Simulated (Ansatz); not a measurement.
Geometry optimisation, RKS CAM-B3LYP/def2-SVP in Ansatz 0.2.0.

The input (input.yaml):

```yaml
crystal:
  periodic: [false, false, false]
  atoms:
    - { symbol: Ge, position_ang: [0.0, 0.0, 0.0] }
    - { symbol: H, position_ang: [1.0763, 0.0, 1.3798] }
    - { symbol: H, position_ang: [1.6596, 0.0, 0.5553] }
    - { symbol: F, position_ang: [-0.7913, 1.3709, -0.5594] }
    - { symbol: H, position_ang: [-0.73, -1.2648, -0.5162] }
basis:
  gaussian: { orbitals: def2-SVP }
hamiltonian:
  xc: cam_b3lyp
relax:
  f_tol: 0.15
  max_steps: 25
  restrain:
    - { distance: [1, 2], at: 0.66, k: 30.0 }
    - { distance: [0, 1], at: 2.75, k: 30.0 }
    - { distance: [0, 2], at: 2.75, k: 30.0 }
output:
  orbitals: {}
```

Launched with:

```bash
$ ansatz run input.yaml --threads 1 --pin off --max-ram 2048MiB --backend cpu --events-out ev --progress --plain --runs-dir out
```

Q: Where does it end, and by what steps?

A: The forces met the threshold. The restraints hold the end off the free minimum. After 12 steps the energy has fallen by 3.124 eV (the restraints' own energy left out); Ge1 moved furthest, 1.03 Å. Joined: H2–H3 (1.01 → 0.72 Å).

| step | energy less start (eV) | largest force component (eV/Å) | accepted |
| --- | --- | --- | --- |
| 0 | 0.0000 | 3.406 | yes |
| 1 | 1.3296 | 4.755 | yes |
| 2 | 0.6829 | 5.161 | yes |
| 3 | -0.2853 | 4.949 | yes |
| 4 | -1.9006 | 2.808 | yes |
| 5 | -2.6109 | 1.445 | yes |
| 6 | -2.6741 | 1.490 | yes |
| 7 | -2.7470 | 1.605 | yes |
| 8 | -2.8737 | 1.598 | yes |
| 9 | -2.9209 | 1.605 | yes |
| 10 | -3.0405 | 1.332 | yes |
| 11 | -3.1111 | 0.942 | yes |
| 12 | -3.1236 | 1.252 | yes |

```xyz
5
Properties=species:S:1:pos:R:3
Ge -0.028 0.061 -1.032
H 1.235 -0.290 1.385
H 1.747 0.104 1.064
F -1.109 1.323 -0.475
H -0.631 -1.091 -0.083
```

Run time: 22 s on 1 thread of Arm Neoverse V2 (shared host), peak memory 0.12 GiB.
